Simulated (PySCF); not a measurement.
Structure problem from calculated spectra and properties.

Elements present: C, H, N and O. Monoisotopic mass: 115.0997 u.

* NMR, other nuclei: isotropic shieldings of nuclei other than C and H, by class: 121 (1 N), -98 (1 O) ppm [GIAO PBE0/pcSseg-1]
* 1H NMR: chemical shifts (computed TMS as zero) by class: 3.44 (2 H), 3.15 (2 H), 2.03 (3 H), 1.08 (3 H), 1.01 (3 H) ppm [GIAO PBE0/pcSseg-1]
* 13C NMR: chemical shifts (computed TMS as zero) by class: 169.7 (1 C), 44.1 (1 C), 41.3 (1 C), 23.4 (1 C), 15.3 (1 C), 14.0 (1 C) ppm [GIAO PBE0/pcSseg-1]
* Rotational structure: rotational constants A, B, C: 2.072, 1.974, 1.180 GHz [GFN2-xTB]
* Dipole: 3.92 D [PBE0/pcSseg-1]

Gas-phase values; electronic properties from PySCF, density fitting. Levels stand in brackets. Isolated species at its GFN2-xTB geometry (one conformer only). NMR classes are plain means over equivalent atoms (diastereotopic ones count apart unless rotation or inversion swaps them), as if these changed places fast.

Task: Which formula fits the mass and the elements?

Result: C6H13NO (calculated 115.0997). No other formula that holds each of these elements comes within 0.0003 u with a fitting electron parity and a possible valence count.

Task: Give a SMILES that accounts for the data.

Result: Numbering: `[CH3:1][CH2:2][N:3]([CH2:4][CH3:5])[C:6]([CH3:7])=[O:8]`. Its formula, C6H13NO, gives 1 degree of unsaturation: 0 rings and 1 π bond in the structure found. 6 carbons fall into 6 classes; from least to most shielded: amide carbonyl carbon [C6] (169.7 ppm), sp3 carbon bound to nitrogen [C4] (44.1 ppm), sp3 carbon bound to nitrogen [C2] (41.3 ppm), methyl carbon next to a carbonyl [C7] (23.4 ppm), methyl carbon [C5] (15.3 ppm), methyl carbon [C1] (14.0 ppm). Hydrogen classes from least to most shielded: 2 H on an sp3 carbon bound to nitrogen, C2 (3.44 ppm, a mean of values up to 2.2 ppm apart in this geometry), 2 H on an sp3 carbon bound to nitrogen, C4 (3.15 ppm), 3 H on a methyl carbon next to a carbonyl, C7 (2.03 ppm), 3 H on a methyl carbon, C5 (1.08 ppm, a mean of values up to 0.6 ppm apart in this geometry), 3 H on a methyl carbon, C1 (1.01 ppm, a mean of values up to 0.5 ppm apart in this geometry). The other shieldings belong to: 121 ppm, amide nitrogen [N3]; -98 ppm, amide oxygen [O8]. The optimised geometry has point group C1 and is an asymmetric top. Structure: N,N-diethylacetamide, `CCN(CC)C(C)=O`. Computed isomers that give other values at the same levels: `CC(=O)NC(C)(C)C` (13C chemical shifts (computed TMS as zero) by class: 169.9 (1 C), 52.0 (1 C), 29.1 (3 C), 25.7 (1 C) ppm); `CN1CCC(O)CC1` (13C chemical shifts (computed TMS as zero) by class: 73.7 (1 C), 57.8 (2 C), 48.3 (1 C), 41.3 (2 C) ppm); `CCCCNC(C)=O` (13C chemical shifts (computed TMS as zero) by class: 169.1 (1 C), 40.9 (1 C), 38.7 (1 C), 24.2 (1 C), 24.0 (1 C), 16.9 (1 C) ppm). The assignments are read from this structure; whether some other isomer fits the data as well wasn't checked.

Shape of the structure used: `[CH3:1][CH2:2][N:3]([CH2:4][CH3:5])[C:6]([CH3:7])=[O:8]`: C1–C2–N3–C4 88°, C2–N3–C4–C5 86°, C2–N3–C6–C7 180°.
